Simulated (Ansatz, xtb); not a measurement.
Two isomers of CH4Cl2Ge

Structure a is `Cl[CH2][GeH2][Cl]`, a singlet and structure b is `Cl[CH](Cl)[GeH3]`, a singlet. Both are isolated molecules in the gas phase, relaxed with B3LYP-D3(BJ)/def2-SVP; the shapes shown needn't be the lowest conformers.

a (Å):

```xyz
8

C    -1.0927   -0.3399    0.4100
Cl   -2.3464    0.7893    1.0380
Cl    0.5607    2.0098   -1.2978
Ge    0.6638    0.5453    0.3091
H    -1.0440   -1.2089    1.0824
H    -1.4037   -0.6793   -0.5873
H     0.9749    1.2925    1.6142
H     1.7588   -0.4733   -0.0668
```

b (Å):

```yaml
atoms:
  - { symbol: C, position_ang: [-1.1084, 0.3098, -0.1205] }
  - { symbol: Cl, position_ang: [-1.3425, -1.2186, -1.0410] }
  - { symbol: Cl, position_ang: [-1.0858, 1.7456, -1.2050] }
  - { symbol: Ge, position_ang: [0.5918, 0.2195, 0.9083] }
  - { symbol: H, position_ang: [-1.9864, 0.4216, 0.5260] }
  - { symbol: H, position_ang: [0.5182, -0.9953, 1.8518] }
  - { symbol: H, position_ang: [0.7364, 1.5249, 1.7123] }
  - { symbol: H, position_ang: [1.7322, 0.0647, -0.1070] }
```

**Question.** Estimate which is lower in electronic energy at CCSD(T)/def2-SVP + ΔMP2/def2-TZVPP, and by roughly how much.

**Answer.** The CCSD(T)/def2-SVP + ΔMP2/def2-TZVPP calculation puts structure a lower, by 145.6 kJ/mol.

How the difference moves with the method:

```json
{"level": "GFN2-xTB", "geometry": "GFN2-xTB", "E(b) − E(a) (kJ/mol)": "+140.4", "departure from the last row (kJ/mol)": "−5.2", "job, with rough time for the two": "optimisation, 0.11 s"}
{"level": "HF/STO-3G", "geometry": "GFN2-xTB", "E(b) − E(a) (kJ/mol)": "+166.4", "departure from the last row (kJ/mol)": "+20.8", "job, with rough time for the two": "single point, 0.32 s"}
{"level": "r2SCAN-D4/def2-SVP", "geometry": "GFN2-xTB", "E(b) − E(a) (kJ/mol)": "+142.3", "departure from the last row (kJ/mol)": "−3.3", "job, with rough time for the two": "single point, 1.7 s"}
{"level": "B3LYP-D3(BJ)/def2-SVP", "geometry": "B3LYP-D3(BJ)/def2-SVP", "E(b) − E(a) (kJ/mol)": "+141.6", "departure from the last row (kJ/mol)": "−4.0", "job, with rough time for the two": "optimisation, 19 s"}
{"level": "HF/def2-SVP", "geometry": "B3LYP-D3(BJ)/def2-SVP", "E(b) − E(a) (kJ/mol)": "+167.5", "departure from the last row (kJ/mol)": "+21.9", "job, with rough time for the two": "part of the CCSD(T) run"}
{"level": "MP2/def2-SVP", "geometry": "B3LYP-D3(BJ)/def2-SVP", "E(b) − E(a) (kJ/mol)": "+144.6", "departure from the last row (kJ/mol)": "−1.1", "job, with rough time for the two": "part of the CCSD(T) run"}
{"level": "CCSD(T)/def2-SVP", "geometry": "B3LYP-D3(BJ)/def2-SVP", "E(b) − E(a) (kJ/mol)": "+141.4", "departure from the last row (kJ/mol)": "−4.2", "job, with rough time for the two": "single point"}
{"level": "CCSD(T)/def2-SVP + ΔMP2/def2-TZVPP", "geometry": "B3LYP-D3(BJ)/def2-SVP", "E(b) − E(a) (kJ/mol)": "+145.6", "departure from the last row (kJ/mol)": "", "job, with rough time for the two": "single point, 15 s"}
```

As drawn, b has 1 C–Cl, 1 Ge–H in place of 1 Cl–Ge, 1 C–H.

The levels shown agree on the order. The largest departure from CCSD(T)/def2-SVP + ΔMP2/def2-TZVPP is that of HF/def2-SVP, 21.9 kJ/mol. The last row adds to CCSD(T) the change of the MP2 difference between the two basis sets, here +4.2 kJ/mol.

With harmonic frequencies from B3LYP-D3(BJ)/def2-SVP (ideal gas, rigid rotor, one conformer each, 298.15 K, 1 atm): the zero-point term adds −8.3 kJ/mol; ΔH is +137.3 and ΔG +139.0 kJ/mol.

The correlated steps freeze 20 core orbitals; the filled d shell of Ge is correlated, in a basis made for valence electrons. Mirror images aren't counted in ΔG. Run with Ansatz 0.2.0, xtb 6.7.1; the last row on 2 threads of Intel(R) Xeon(R) 6975P-C (Granite Rapids) on a shared host.
